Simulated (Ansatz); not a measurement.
Cd₃Te₃. Charge 0, multiplicity 1. Geometry PBE-D4/def2-SVP.

Cartesian coordinates in Å:
```
Cd -2.063 0.548 0.012
Cd -0.546 -2.053 0.205
Cd 3.774 2.163 -0.501
Te 1.760 -0.612 0.170
Te 0.328 1.843 -0.001
Te -3.253 -1.888 0.114
```

In the def2 sets Cd, Te take a core potential; there is no spin–orbit coupling. Another isomer (singlet) lies 0.23 eV lower at PBE0-D4/def2-TZVP; other spin states weren't run for this one.

Q: Estimate the orbital energies around the gap (eV) in Ansatz with PBE-D4/def2-TZVP, BLYP-D4/def2-TZVP, r2SCAN-D4/def2-TZVP, PBE0-D4/def2-TZVP, r2SCAN0-D4/def2-TZVP.

A: 
| orbital | PBE-D4/def2-TZVP | BLYP-D4/def2-TZVP | r2SCAN-D4/def2-TZVP | PBE0-D4/def2-TZVP | r2SCAN0-D4/def2-TZVP |
| --- | --- | --- | --- | --- | --- |
| HOMO−5 | -6.89 | -6.70 | -7.12 | -7.76 | -7.95 |
| HOMO−4 | -6.27 | -6.07 | -6.57 | -7.34 | -7.55 |
| HOMO−3 | -6.16 | -5.95 | -6.42 | -7.00 | -7.19 |
| HOMO−2 | -5.46 | -5.32 | -5.71 | -6.41 | -6.59 |
| HOMO−1 | -5.37 | -5.23 | -5.48 | -5.92 | -6.04 |
| HOMO | -4.81 | -4.64 | -5.04 | -5.74 | -5.90 |
| LUMO | -3.41 | -3.33 | -3.32 | -2.80 | -2.76 |
| LUMO+1 | -3.35 | -3.25 | -3.30 | -2.67 | -2.67 |
| LUMO+2 | -2.78 | -2.67 | -2.70 | -2.07 | -2.05 |
| LUMO+3 | -1.91 | -1.76 | -1.73 | -1.28 | -1.18 |
| LUMO+4 | -1.73 | -1.62 | -1.58 | -1.15 | -1.08 |
| LUMO+5 | -0.93 | -0.87 | -0.66 | -0.26 | -0.16 |
